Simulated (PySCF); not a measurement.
Vertical excitations of a molecule C4H7FO from PySCF with TDA-M06-2X/def2-SVPD, as energy in eV (oscillator strength): 8.09 (0.001), 8.38 (0.012), 8.74 (0.018), 9.03 (0.043), 9.33 (0.010), 9.40 (0.004), 9.43 (0.014), 9.56 (0.042), 9.60 (0.003), 9.64 (0.004). Lowest triplet (TDA): 7.83 eV. The structure is a stationary point at r2SCAN-D4/def2-SVP. One conformer was computed; it need not be the lowest.

**Question.** Which structure fits?
A. C=C(F)CCO
B. C[C@H]1[C@@H](O)[C@@H]1F
C. C=C(F)COC
D. C[C@@]1(F)CCO1

**Answer.** D, C[C@@]1(F)CCO1
